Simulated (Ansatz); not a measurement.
Geometry optimisation, Ansatz 0.2.0, DFT PBE, scalar-relativistic, plane waves, PAW.

Input:

```yaml
crystal:
  lattice:
    - [6.98, 0.0, 0.0]
    - [0.0, 6.98, 0.0]
    - [0.0, 0.0, 6.98]
  atoms:
    - { symbol: Li, position: [0.0, 0.0, 0.0] }
    - { symbol: Li, position: [0.5, 0.0, 0.0] }
    - { symbol: Li, position: [0.0, 0.5, 0.0] }
    - { symbol: Li, position: [0.0, 0.0, 0.5] }
    - { symbol: Li, position: [0.25, 0.25, 0.25] }
    - { symbol: Li, position: [0.5, 0.5, 0.0] }
    - { symbol: Li, position: [0.5, 0.0, 0.5] }
    - { symbol: Li, position: [0.75, 0.25, 0.25] }
    - { symbol: Li, position: [0.0, 0.5, 0.5] }
    - { symbol: Li, position: [0.25, 0.75, 0.25] }
    - { symbol: Li, position: [0.25, 0.25, 0.75] }
    - { symbol: Li, position: [0.5, 0.5, 0.5] }
    - { symbol: Li, position: [0.75, 0.75, 0.25] }
    - { symbol: Li, position: [0.75, 0.25, 0.75] }
    - { symbol: Li, position: [0.25, 0.75, 0.75] }
    - { symbol: Li, position: [0.75, 0.75, 0.75] }
    - { symbol: Cu, position: [0.38578835, 0.01470637, 0.25754976] }
basis:
  ecutwfc: 420.0
kpoints:
  mp_grid: { grid: [4, 4, 4] }
hamiltonian:
  xc: pbe
scf:
  occupations: { method: gaussian, width: 0.15 }
  lower_state_search: "off"
relax:
  f_tol: 0.03
  max_steps: 60
  adjacent_minimum: "off"
```

Launched with:

```bash
$ ansatz run input.yaml --threads 4 --pin off --max-ram 10240MiB --backend cpu --events-out ev --progress --plain --runs-dir out
```

Question: Where does it end, and by what steps?

Answer: The forces met the threshold. The force dipped under the threshold on the way, but the program's further checks kept it going. Limits of this set-up: coarse k mesh. After 14 steps the energy has fallen by 1.887 eV; Li5 moved furthest, 1.22 Å. Joined: Li5–Li8, Li5–Li10, Li11–Cu17, Li12–Cu17, Li13–Li16.

```tsv
step	energy less start (eV)	largest force component (eV/Å)	accepted
0	0.0000	2.720	yes
1	-0.8121	1.936	yes
2	-1.5723	0.667	yes
3	-1.7827	0.043	yes
4	-1.7827	0.043	yes
5	-1.8016	0.043	yes
6	-1.8232	0.047	yes
7	-1.8261	0.057	yes
8	-1.8397	0.059	yes
9	-1.8468	0.038	yes
10	-1.8634	0.060	yes
11	-1.8675	0.077	yes
12	-1.8854	0.009	yes
13	-1.8854	0.009	yes
14	-1.8867	0.012	yes
```

```xyz
17
Lattice="6.9800 0.0000 0.0000 0.0000 6.9800 0.0000 0.0000 0.0000 6.9800" Properties=species:S:1:pos:R:3
Li 0.384 0.123 0.092
Li 3.425 0.018 -0.122
Li 0.093 3.383 -0.292
Li 0.143 -0.148 3.368
Li 0.895 2.543 2.098
Li 3.300 3.065 0.099
Li 3.897 -0.411 3.598
Li 5.168 1.523 1.692
Li -0.426 3.884 3.791
Li 1.935 5.261 1.717
Li 1.851 1.606 4.761
Li 3.611 3.293 3.369
Li 5.329 5.091 1.514
Li 5.370 1.579 5.179
Li 1.895 5.066 5.143
Li 5.160 5.219 5.629
Cu 2.543 0.888 2.043
```

The run took 2.7 min on 4 threads of Arm Neoverse V1 (shared host), peak memory 0.92 GiB.
